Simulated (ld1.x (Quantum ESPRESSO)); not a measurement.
beryllium (Be): one change to an RRKJ potential, before and after

```
Element                 : beryllium
Generator               : ld1.x (Quantum ESPRESSO) 7.5
Type                    : norm-conserving RRKJ (Kleinman–Bylander form)
Functional              : PBE
Relativity              : scalar-relativistic
Frozen core             : [He]
Valence charge          : 2
Reference configuration : 2s0.5 2p0 (charge +1.5)
Partial waves           : 2s (bound): rc 1.70 bohr; 2p (bound, empty): rc 2.80 bohr; 3d channel at 0.15 Ry: rc 3.00 bohr
Local potential         : all-electron potential smoothed inside 1.60 bohr (lloc = -2)
Core correction         : none
```

Change: all radii scaled by about 1.25 (s 2.14, p 3.50, d 3.76 bohr); local potential all-electron potential smoothed inside 2.00 bohr (lloc = -2).

Cutoffs: the cutoffs (Ry, on a coarse ladder) from which the occupation-weighted sum of valence levels, in a spherical-Bessel basis at the reference potential, stays within 10 and 1 mRy of its value at 400 Ry; they do not see the model core or the augmentation charge, which bear on the density cutoff. Errors are all-electron minus pseudo energies relative to the spin-unpolarised reference configuration.

Problem. What does the change do?

Solution. The potential gets softer (12 Ry and 21 Ry → 10 Ry and 18 Ry); of the 6 tests that both files solve, the error grows in 3 and shrinks in 0 by more than 15 % and 0.3 meV (median size 84.1 → 100.9 meV); neither file shows a bound ghost. A larger radius leaves more room for a smooth pseudo-wave, so fewer plane waves are needed. More of the atom is replaced by a form fitted at one configuration, so other configurations suffer.

```tsv
quantity	base	changed
cutoff, loose	12 Ry	10 Ry
cutoff, tight	21 Ry	18 Ry
bound ghosts	none	none
error for 2s2 2p0, meV [ΔE -17.48 eV]	+80	+81
error for 2s1 2p0, meV [ΔE -7.93 eV]	+25	+25
error for 2s1.5 2p0, meV [ΔE -13.72 eV]	+57	+58
error for 2s1 2p1, meV [ΔE -13.87 eV]	+130	+191
error for 2s0 2p1, meV [ΔE -4.02 eV]	+88	+121
error for 2s0 2p2, meV [ΔE -10.23 eV]	+181	+288
```
